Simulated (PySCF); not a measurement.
# Electric field gradients and quadrupole coupling constants

Species: HC(Cl)(F)CF2OMe, C3H4ClF3O.
Atom-mapped SMILES: `[CH3:1][O:2][C:3]([F:4])([F:5])[C@H:6]([F:7])[Cl:8]` (hydrogens: H9, H10, H11 on C1; H12 on C6)

Geometry (PBE0-D3(BJ)/def2-SVP, Å), atoms numbered from 1 in this order:
```
atom  x, y, z in Å
C1    -1.7907    0.4791    0.4679
O2    -0.3973    0.6549    0.2692
C3     0.2655   -0.3924   -0.2376
F4     0.1191   -1.4998    0.5147
F5    -0.1968   -0.7218   -1.4697
C6     1.7454   -0.0292   -0.3835
F7     2.3827   -1.0537   -0.9732
Cl8    2.4683    0.3196    1.1891
H9    -1.9838   -0.3242    1.1941
H10   -2.2955    0.2485   -0.4822
H11   -2.1669    1.4291    0.8634
H12    1.8297    0.8748   -1.0045
```

Field gradients from the PBE0/pcSseg-1 density (PySCF, non-relativistic), principal values in atomic units, ordered |Vxx| ≤ |Vyy| ≤ |Vzz|:

```json
{"atom": "O2", "Vxx": "-0.1815", "Vyy": "-1.7930", "Vzz": "1.9744"}
{"atom": "Cl8", "Vxx": "-1.9287", "Vyy": "-2.1426", "Vzz": "4.0713"}
```

**Question.** Find the asymmetry η = (Vxx − Vyy)/Vzz and the couplings χ = eQV/h (234.96 MHz × Q in barn × V in au), with Q(17O) = −0.0256 b, Q(35Cl) = −0.0817 b.

**Answer.** 
| atom | environment | nucleus | η | χzz (MHz) | χxx (MHz) | χyy (MHz) |
| --- | --- | --- | --- | --- | --- | --- |
| O2 | ether oxygen | 17O | 0.82 | -11.88 | 1.09 | 10.78 |
| Cl8 | chlorine on a fluorinated carbon | 35Cl | 0.05 | -78.16 | 37.03 | 41.13 |

The tensor is traceless: Vxx + Vyy + Vzz = 0.

**Question.** What is Vzz at Cl8 in SI units (1 au = 9.71736 × 10²¹ V/m²)?

**Answer.** 4.0713 au = 39.563 × 10²¹ V/m².

**Question.** And the gradient at the other heavy atoms, for which no coupling is worked out here?

**Answer.** 
```tsv
atom	environment	Vzz (au)	η
C1	methoxy carbon	0.488	0.02
C3	CF2 carbon	-0.403	0.43
F4	fluorine of a CF2 group	2.878	0.01
F5	fluorine of a CF2 group	2.853	0.03
C6	sp3 C–F carbon	-0.449	0.80
F7	alkyl fluorine	3.126	0.08
```

**Question.** What couplings would deuterons (Q(2H) = 0.00286 b) have in place of the hydrogens, at this geometry?

**Answer.** 
| atom | bonded to | bond length (Å) | Vzz (au) | η | χzz (kHz) |
| --- | --- | --- | --- | --- | --- |
| H9 | C1 | 1.100 | 0.2794 | 0.09 | 188 |
| H10 | C1 | 1.100 | 0.2789 | 0.09 | 187 |
| H11 | C1 | 1.096 | 0.2900 | 0.08 | 195 |
| H12 | C6 | 1.100 | 0.2670 | 0.02 | 179 |

One conformer (not necessarily the lowest) at the PBE0-D3(BJ)/def2-SVP geometry, without solvent, vibrations or thermal averaging. The basis is small and wasn't made for field gradients, so the couplings can be 20 % off.
